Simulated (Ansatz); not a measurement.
Ansatz (a program for electronic structure) input (r2SCAN/def2-SV(P)): A basis named .json is the Basis Set Exchange file of that set (core-valence sets with the plain set on hydrogen).

Ansatz 0.2 input:
```yaml
crystal:
  periodic: [false, false, false]
  atoms:
    - {symbol: Si, position_ang: [-0.97543268, 0.10959893, 0.19520595]}
    - {symbol: P, position_ang: [1.13449721, -0.18862683, -0.28607200]}
    - {symbol: H, position_ang: [-1.82183741, -0.82343493, -0.62787256]}
    - {symbol: H, position_ang: [-1.62420637, 1.45445963, -0.06147326]}
    - {symbol: H, position_ang: [-1.47167320, -0.15189419, 1.60261794]}
    - {symbol: H, position_ang: [1.55631634, 0.81588701, 0.64492459]}
basis:
  gaussian:
    orbitals: def2-SV_P_.json
hamiltonian:
  xc: {name: r2SCAN}
total_charge: -1
magnetization: {spin_polarized: false}
```

Output:

```
Functional definition: r2SCAN
integrals: 0.01 GiB planned
452 factors; integrals over basis functions are off by at most 1.0e-3 eV
mean field: 0.10 GiB planned
mean field evaluation 1: about -17224.3411 eV, gradient 1.0e1 eV
mean field evaluation 2: about -17224.2484 eV, gradient 1.1e1 eV
mean field evaluation 4: about -17224.7092 eV, gradient 6.1e-1 eV
mean field evaluation 8: about -17224.7072 eV, gradient 7.2e-3 eV
mean field -17224.70719874 eV, -632.9963142279 hartree, gradient 2.0e-5 eV, S^2 0.000000; 0 other end points of the search recorded, 0 dependent functions left out
reference -17224.70720713 eV, -632.9963145362 hartree; 17, 17 occupied and 27, 27 virtual orbitals, 452 factors
Total energy: -17224.70720713 eV, -632.9963145362 hartree
```
